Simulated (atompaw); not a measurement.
How hard is this chromium (Cr) PAW (atompaw) potential?

Cr, PAW, made with atompaw 4.2.0.5 (PBE, scalar-relativistic). Core [Ar], reference 3d4.5 4s0 4p0 (charge +1.5). Waves: 4s (bound, empty): rc 2.55 bohr; 4s channel at 0.3 Ry: rc 1.95 bohr; 4p (bound, empty): rc 2.55 bohr; 4p channel at -0.3 Ry: rc 2.55 bohr; 3d (bound): rc 1.30 bohr; 3d channel at -0.8 Ry: rc 2.55 bohr. Local part: bessel scheme, radius 2.30 bohr. Core correction: smooth core density matched at 1.65 bohr. Augmentation charge: besselshape compensation charge, radius 2.20 bohr; PAW radius 2.55 bohr; waves and projectors: custom rrkj gramschmidtortho.

The pseudo-atom Hamiltonian at the reference potential is diagonalised in spherical Bessel functions j_l(qr) that vanish at 20 bohr, with q² up to the cutoff. All-electron valence levels (Ry): 4s -1.0333, 4p -0.6968, 3d -1.1683.

Q: How do the lowest levels (Ry) of each channel move with the cutoff, and are there ghosts?

A:

| cutoff (Ry) | s #1 | p #1 | d #1 | f #1 | Σ f·Δε (mRy) |
| --- | --- | --- | --- | --- | --- |
| 8 | -1.0332 | -0.6967 | -0.5593 | -0.1528 | 2740.3 |
| 12 | -1.0333 | -0.6968 | -0.8910 | -0.1528 | 1247.8 |
| 18 | -1.0333 | -0.6968 | -1.1117 | -0.1528 | 254.8 |
| 25 | -1.0333 | -0.6968 | -1.1394 | -0.1528 | 130.0 |
| 35 | -1.0333 | -0.6968 | -1.1442 | -0.1528 | 108.5 |
| 40 | -1.0333 | -0.6968 | -1.1482 | -0.1528 | 90.6 |
| 50 | -1.0333 | -0.6968 | -1.1621 | -0.1528 | 27.9 |
| 60 | -1.0333 | -0.6968 | -1.1671 | -0.1528 | 5.1 |
| 80 | -1.0333 | -0.6968 | -1.1676 | -0.1528 | 3.0 |
| 100 | -1.0333 | -0.6968 | -1.1681 | -0.1528 | 0.7 |
| 120 | -1.0333 | -0.6968 | -1.1682 | -0.1528 | 0.4 |
| 400 | -1.0333 | -0.6968 | -1.1683 | -0.1528 | 0.0 |

Result: no extra level below or beside the all-electron valence levels (s, p, d, f tested); 10 mRy is reached at 60 Ry and 1 mRy at 100 Ry.
